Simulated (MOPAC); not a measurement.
MOPAC input (PM6):

```
PM6 PRECISE GNORM=0.05 LET XYZ UHF MS=0.5 GEO-OK AUX(PRECISION=9) THREADS=1
C3H2F3

H     3.17390800 1   -0.44453700 1   -0.13328900 1
C     2.10824700 1   -0.39349900 1    0.01246700 1
C     1.08476600 1    0.25353900 1   -0.46252300 1
C    -0.32681600 1    0.05037900 1    0.00898800 1
F    -1.12081400 1   -0.33631300 1   -1.01310700 1
F    -0.84206400 1    1.20461300 1    0.48533400 1
F    -0.43177400 1   -0.87052000 1    0.97552400 1
H     1.18077400 1    1.00199700 1   -1.25006100 1
```

From the output:

```
                                                       MOPAC v23.2.5 Linux

          FINAL HEAT OF FORMATION =       -107.11585 KCAL/MOL =    -448.17270 KJ/MOL

          COSMO AREA              =        112.02 SQUARE ANGSTROMS
          COSMO VOLUME            =         97.16 CUBIC ANGSTROMS

          GRADIENT NORM           =          0.04041          =       0.01429 PER ATOM
          IONIZATION POTENTIAL    =         10.381593 EV
          ALPHA SOMO LUMO (EV)    =        -10.382 -0.321
          BETA  SOMO LUMO (EV)    =        -11.806 -0.348
          NO. OF ALPHA ELECTRONS  =         18
          NO. OF BETA  ELECTRONS  =         17
          MOLECULAR WEIGHT        =         95.0440         POINT GROUP:  Cs

          MOLECULAR DIMENSIONS (Angstroms)

            Atom       Atom       Distance
            F     5    H     1     4.33542
            H     8    F     7     3.31476
            F     6    H     1     2.05031

          SCF CALCULATIONS        =         32

   ATOM   CHEMICAL          X               Y               Z
  NUMBER   SYMBOL      (ANGSTROMS)     (ANGSTROMS)     (ANGSTROMS)

     1       H          2.97107169  *  -0.82865689  *   0.30015928  *
     2       C          2.16133360  *  -0.31799908  *  -0.07487639  *
     3       C          1.09592112  *   0.31504981  *  -0.52842394  *
     4       C         -0.28795711  *   0.06577813  *  -0.01408119  *
     5       F         -1.15034986  *  -0.34973807  *  -0.95696912  *
     6       F         -0.87753308  *   1.15510980  *   0.50666403  *
     7       F         -0.40076278  *  -0.85617993  *   0.95483108  *
     8       H          1.17528589  *   1.07093640  *  -1.32135513  *

                             CARTESIAN COORDINATES

   1    H        2.971071691    -0.828656890     0.300159280
   2    C        2.161333600    -0.317999079    -0.074876391
   3    C        1.095921121     0.315049813    -0.528423940
   4    C       -0.287957114     0.065778127    -0.014081195
   5    F       -1.150349862    -0.349738072    -0.956969125
   6    F       -0.877533076     1.155109796     0.506664033
   7    F       -0.400762782    -0.856179931     0.954831076
   8    H        1.175285885     1.070936397    -1.321355131

           Empirical Formula: C3 H2 F3  =     8 atoms

      MOLECULAR POINT GROUP   :   Cs

          ALPHA EIGENVALUES
 -42.45794 -42.22742 -42.20796 -28.05419 -24.48140 -21.15111 -19.24354 -19.11956
 -18.56311 -16.85163 -16.78749 -16.48641 -16.06221 -15.44509 -15.23054 -14.65841
 -11.97528 -10.38159  -0.32083   1.60379   2.24807   2.58636   2.97977   4.16669
   4.75879   5.61008

           BETA EIGENVALUES
 -42.45859 -42.22598 -42.21039 -27.91349 -24.26786 -20.93729 -19.19259 -19.12444
 -18.39490 -16.82652 -16.78445 -16.48621 -15.90517 -15.44979 -15.16297 -14.45707
 -11.80600  -0.34848   0.20337   1.77302   2.33116   2.57443   3.07008   4.42713
   4.86255   5.88785

              NET ATOMIC CHARGES AND DIPOLE CONTRIBUTIONS

  ATOM NO.   TYPE          CHARGE      No. of ELECS.   s-Pop       p-Pop
    1          H           0.192684        0.8073     0.80732
    2          C          -0.081946        4.0819     1.19156     2.89039
    3          C          -0.303742        4.3037     1.11069     3.19305
    4          C           0.531841        3.4682     1.15142     2.31674
    5          F          -0.184078        7.1841     1.97111     5.21297
    6          F          -0.184066        7.1841     1.97111     5.21296
    7          F          -0.182714        7.1827     1.97084     5.21188
    8          H           0.212021        0.7880     0.78798
 DIPOLE           X         Y         Z       TOTAL
 POINT-CHG.     2.906     0.197    -0.743     3.006
 HYBRID        -0.253    -0.080     0.129     0.295
 SUM            2.653     0.117    -0.614     2.726

          ATOMIC ORBITAL ELECTRON POPULATIONS

     Atom    s        px        py        pz
    1  H   0.80732
    2  C   1.19156   1.01553   0.93420   0.94066
    3  C   1.11069   0.96727   1.11359   1.11218
    4  C   1.15142   0.83093   0.73821   0.74760
    5  F   1.97111   1.67945   1.90379   1.62974
    6  F   1.97111   1.83680   1.51133   1.86483
    7  F   1.97084   1.97245   1.63786   1.60157
    8  H   0.78798

                    (SZ)    =    0.500000
                    (S**2)  =    0.817738

          ATOMIC ORBITAL SPIN POPULATIONS

    Atom   Total    s     px     py     pz
         Atomic
    1  H -0.0326 -0.033
    2  C  1.2474  0.032  0.341  0.377  0.497
    3  C -0.3290 -0.015 -0.044 -0.138 -0.132
    4  C  0.0680  0.025  0.034  0.003  0.006
    5  F -0.0012 -0.000  0.001 -0.000 -0.002
    6  F -0.0012 -0.000  0.001 -0.002  0.000
    7  F  0.0011 -0.000  0.001 -0.000  0.000
    8  H  0.0475  0.047

 **********************
 *                    *
 * JOB ENDED NORMALLY *
 *                    *
 **********************

 == MOPAC DONE ==
```

The geometry given is a B3LYP-D3(BJ)/def2-TZVP minimum.
